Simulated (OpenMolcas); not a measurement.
**Ca I: effect of the active space**

```
Program             : OpenMolcas 26.06
Method              : MS-CASPT2, IPEA 0.25 Eh, imaginary shift 0.1 Eh
Basis               : ANO-RCC
Scalar Hamiltonian  : DKH2, point nucleus
Spin-orbit coupling : RASSI with atomic mean-field integrals over the reference wave functions, term energies averaged over their components
```

A. 2 electrons in 8 orbitals (4s 4p 5s 5p); 2S+1 = 3 even, 3 roots; 2S+1 = 1 even, 7 roots; 2S+1 = 3 odd, 3 roots; 2S+1 = 1 odd, 3 roots; closed shells correlated: 3s 3p; CASPT2 step roughly 15 core-seconds
B. 2 electrons in 9 orbitals (3d 4s 4p); 2S+1 = 3 even, 18 roots (8 in the spin-orbit step); 2S+1 = 1 even, 12 roots; 2S+1 = 3 odd, 18 roots; 2S+1 = 1 odd, 8 roots; closed shells correlated: 3s 3p; CASPT2 step roughly 60 core-seconds

Energies in eV above 4s2 1S0, the measured ground level; measured values from NIST Handbook of Basic Atomic Spectroscopic Data.

```
      Level       A       B  Measured
    4s2 1S0  0.0000  0.0000    0.0000
4s 4p 3P* 0   1.884   1.884    1.8793
4s 4p 3P* 1   1.889   1.887    1.8858
4s 4p 3P* 2   1.898   1.894    1.8989
4s 4p 1P* 1   3.217   2.917    2.9325
```

Deviations, from unrounded energies. A percentage is the sum of absolute deviations over the sum of measured energies, with the sign that they share, or ± where signs differ.

```csv
Against measurement,Levels,A,B
mean absolute deviation (cm-1),4,590,53
other configurations (%),4,±3.4,±0.3
```

B lies closest to measurement on these levels. The largest miss of B in the table is 4s 4p 1P* 1, by -120 cm-1. The ranking rests on the paired levels alone, and a cruder setting can come out closer through cancelling errors.

Between A and B the level of the table that moves most is 4s 4p 1P* 1, by 2400 cm-1 (lowest in B, highest in A). Moves below CASPT2's spread within the term are not significant.

Over all roots computed the reference weight is 0.87 to 0.94 in A; the roots of lowest weight are the least certain, and an intruder state may touch them. The run also gave levels led by 4s 5s, which use shells meant for correlation; these and all levels above them are left out (holds for A). Some high roots are left out of the spin-orbit mixing, which shifts the levels that they would mix with (holds for B). Computed and measured levels are paired by configuration, term and J; levels that our copy of the source lacks, or whose pairing is in doubt (as where it misses far off the trend of its configuration), stay unpaired and out of the deviations. Levels of configurations outside the active space are missing. Levels that lie high or do not pair safely by name in every column are left out.

* marks odd parity.
